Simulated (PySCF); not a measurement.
Diagnose this run.

A geometry optimisation on SnBr4, SMILES `[Br][Sn]([Br])([Br])[Br]`. Computed with PBE0-D3(BJ)/def2-SVP geometry optimisation, gas phase, def2 core potentials past Kr in PySCF 2.14.0.

Driver input (Å, GFN2-xTB start):

```
{"job": {"xc": "PBE0", "basis": "def2-SVP", "d3": "d3bj", "grid": 1, "maxiter": 30, "shake": 0.01, "kind": "geom"}, "charge": 0, "multiplicity": 1}
Br    -0.9033     2.2330    -0.7555
Sn    -0.0069    -0.0036    -0.0081
Br    -1.7685    -1.8225    -0.3977
Br     0.6109     0.1147     2.4729
Br     2.1013    -0.5556    -1.3496
```

Output:

```
step   0  E = -10508.68211306  max force = 0.019991
step   1  E = -10508.68849808  max force = 0.004062
step   2  E = -10508.68880549  max force = 0.002702
step   3  E = -10508.68885584  max force = 0.000633
step   4  E = -10508.68887500  max force = 0.000398
step   5  E = -10508.68889915  max force = 0.000710
step   6  E = -10508.68890008  max force = 0.001049
step   7  E = -10508.68888894  max force = 0.000451
step   8  E = -10508.68889558  max force = 0.000785
step   9  E = -10508.68889228  max force = 0.000683
step  10  E = -10508.68889398  max force = 0.000736
step  11  E = -10508.68889316  max force = 0.000699
step  12  E = -10508.68889275  max force = 0.000696
step  13  E = -10508.68889240  max force = 0.000681
step  14  E = -10508.68889205  max force = 0.000674
step  15  E = -10508.68889169  max force = 0.000660
step  16  E = -10508.68889134  max force = 0.000645
step  17  E = -10508.68889098  max force = 0.000646
step  18  E = -10508.68889062  max force = 0.000631
step  19  E = -10508.68889026  max force = 0.000625
step  20  E = -10508.68888989  max force = 0.000611
step  21  E = -10508.68888952  max force = 0.000596
step  22  E = -10508.68888915  max force = 0.000597
step  23  E = -10508.68888878  max force = 0.000583
step  24  E = -10508.68888840  max force = 0.000568
step  25  E = -10508.68888803  max force = 0.000568
step  26  E = -10508.68888765  max force = 0.000554
step  27  E = -10508.68888727  max force = 0.000540
step  28  E = -10508.68888689  max force = 0.000539
step  29  E = -10508.68888651  max force = 0.000526
step  30  E = -10508.68888612  max force = 0.000512
optimisation not converged
```

Energies are in Eh and forces in Eh/bohr.

Problem. Which diagnosis fits best?
A. step limit reached with the energy going up and down
B. step limit reached while the energy was still falling
C. step limit reached with the energy nearly constant

Solution. C. After 31 gradient evaluations the largest force component was 0.00051 Eh/bohr against a threshold of 0.00045, and over the last 5 steps the energy changed by +0.001 kcal/mol in all, within a range of 0.001 kcal/mol, the last step by 0.000 kcal/mol. The energy rose in 2 of the 30 steps.

Problem. What would you do next?

Solution. Restart from the last geometry, if need be with a computed Hessian or a finer grid, and confirm the end point by frequencies.
